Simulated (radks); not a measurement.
Numerical settings for the phosphorus ion P2+, [Ne] 3s2 3p1. Method: non-relativistic Kohn-Sham, TPSS, spin-unpolarised, spherical densities, point nucleus; meta-GGA in the generalised Kohn-Sham scheme; computed with a radial shooting solver on a logarithmic mesh with Libxc functionals. The defaults (mesh step 0.008 in ln r, mesh end at 40 bohr or more with all orbitals vanishing there, Anderson mixing 0.5 over 9 steps, residual threshold near 1e-9 with the energy settled to 1e-9 hartree or 1e-11 of itself, here a cap of 92 iterations) give E = -340.157 hartree and 3p at -24.273 eV in 13 iterations. Run on one thread of a shared host, so times are rough (Arm Neoverse V1): 0.07 s of CPU time, 0.07 s wall, 13 iterations on 2476 mesh points. Changes against that run (0 stands for a change within the tolerance of the run):

setting                    iterations  converged  E (mhartree)  e(3p) (meV)  CPU (s)
mesh step in ln r 0.02             10        yes             0            0     0.03
mesh step in ln r 0.03             10        yes             0     +0.00641     0.02
mesh step in ln r 0.08              2         no      diverged            -     0.01
mesh end (bohr) 20                 13        yes             0            0     0.07
mesh end (bohr) 5                  13        yes         +6.39         +255     0.07
residual threshold 0.001            8        yes             0       +0.649     0.05
residual threshold 0.01             8        yes             0       +0.649     0.05
mixing 0.05                        17        yes             0     +0.00604     0.09
linear mixing, mixing 1            92         no             0     +0.00436     0.36
linear mixing, mixing 0.5          92         no             0     +0.00436     0.34
mixing history 2                   23        yes             0            0     0.11
iteration cap 2                     2         no          +379    -1.21e+04     0.01

Settings that end as converged yet miss the energy by more than 1 mhartree: mesh end (bohr) 5 (+0.00639 hartree). A mesh that ends early acts as a hard wall.
